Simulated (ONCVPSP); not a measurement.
**Before and after: ONCV potential for copper (Cu)**

- Element: Cu (Z = 29)
- Generator: ONCVPSP 4.0.1
- Type: optimised norm-conserving Vanderbilt (ONCV)
- Functional: LDA (Perdew-Wang 92)
- Relativity: scalar-relativistic
- Frozen core: [Ne]
- Valence charge: 19
- Reference configuration: 3s2 3p6 3d10 (charge +1)
- Partial waves: 3s: rc 0.95 bohr, ncon 4, nbas 7, qcut 16.7 1/bohr, 3 projectors, debl 1.6 Ha; 3p: rc 1.10 bohr, ncon 4, nbas 8, qcut 13.8 1/bohr, 1 projector; 3d: rc 1.50 bohr, ncon 4, nbas 8, qcut 8.6 1/bohr, 2 projectors, debl 3.2 Ha
- Local potential: polynomial inside 0.60 bohr (lpopt 5, dvloc0 -1 Ha)
- Core correction: Teter function, fcfact 4, rcfact 1.6

In the s channel the program set the typed energies aside and used -4.514, 0.250, 1.850 Ha.

Change: p: qcut 8.5.

Cutoffs: the cutoffs (Ha) at which the residual kinetic energy of the hardest occupied pseudo-wave falls to 1 and 0.1 mHa per electron; they do not see the model core or the augmentation charge, which bear on the density cutoff. Errors are all-electron minus pseudo energies relative to the spin-unpolarised reference configuration.

Task: What does the change do?

Result: The potential gets harder (85 Ha and 101 Ha → 85 Ha and 154 Ha); the errors of the 4 common tests hardly move; the range in which the p phases agree widens (upper end 2.4 → 4.1); neither file shows a bound ghost.

```tsv
quantity	base	changed
cutoff, loose	85 Ha	85 Ha
cutoff, tight	101 Ha	154 Ha
loose cutoff by channel	s 85 Ha, p 49 Ha, d 37 Ha	s 85 Ha, p 51 Ha, d 37 Ha
bound ghosts	none	none
GHOST(+) flags under 300 eV	none	none
error for 3s2 3p6 3d10 4s1, meV [ΔE -8.43 eV]	+7.8	+7.8
error for 3s2 3p6 3d9, meV [ΔE 21.69 eV]	+38	+38
error for 3s2 3p6 3d8, meV [ΔE 61.06 eV]	+321	+318
error for 3s2 3p5 3d10 4s1, meV [ΔE 71.04 eV]	-351	-307
s: phases at 0.96 bohr within 0.05 rad from the reference energy up to (Ha; the scan ends near 5)	to the end of the scan	to the end of the scan
p: phases at 1.12 bohr within 0.05 rad from the reference energy up to (Ha; the scan ends near 5)	2.4	4.1
d: phases at 1.52 bohr within 0.05 rad from the reference energy up to (Ha; the scan ends near 5)	to the end of the scan	to the end of the scan
rms error of d²Exc/dni dnj with the model core, mHa	1.28	1.19
```
